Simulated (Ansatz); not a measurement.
silicon atom (Si), triplet.

Here is a job for Ansatz (an electronic-structure program).
Ansatz 0.2 input:
```yaml
crystal:
  periodic: [false, false, false]
  atoms:
    - {symbol: Si, position_ang: [0.00000000, 0.00000000, 0.00000000]}
basis:
  gaussian:
    orbitals: 6-31G__.json
hamiltonian:
  xc: blyp
magnetization: {spin_polarized: true, initial_magnetization: 2}
```
The basis file holds 6-31G** in the JSON format of the Basis Set Exchange.

Task: What does this run give for the number of basis functions, <S^2>, total energy?

Result: 
The number of basis functions is 19 and the <S^2> comes out as 2.002. The total energy is -289.355676 Ha.
